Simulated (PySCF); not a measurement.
# Diatomic cations of S with the fifth-period p block

PBE0 with double-zeta basis sets in PySCF, for the lowest determinant that a PBE0 search found; no spin–orbit coupling. De refers to high-spin ground-configuration atoms (the charge goes to the atom of lower measured ionisation energy or higher electron affinity, which is not always the lowest computed limit). A positive dipole points towards S; it is taken about the centre of mass and depends on that origin.

```tsv
M	basis	charged atom	state (unpaired electrons)	Re (Å)	ωe (cm⁻¹)	De (eV)	μ (D)
In	def2-SVPD	In+	triplet (π ↑↑)	3.144	127	0.53	0.06
Sn	def2-SVP	Sn+	doublet (π ↑)	2.397	387	3.08	-1.51
I	cc-pV(D+d)Z/cc-pVDZ-PP	S+	triplet (π ↑↑)	2.232	479	3.72	1.44
```

The shortest bond is that of SI⁺ (2.232 Å), the longest that of InS⁺ (3.144 Å). SI⁺ is bound most strongly (3.72 eV) and InS⁺ least (0.53 eV).

The rows differ in basis set, which adds steps of its own.

The state changes along the series, so neighbouring rows are not always alike in their bonding.

These are scalar-relativistic numbers at best; spin–orbit coupling would shift them, the dissociation energy most. For an ion De counts to the pair picked by the measured ionisation energies or electron affinities, which need not be the lowest pair at this level. States were picked by a PBE0 search and need not be the measured ground states.
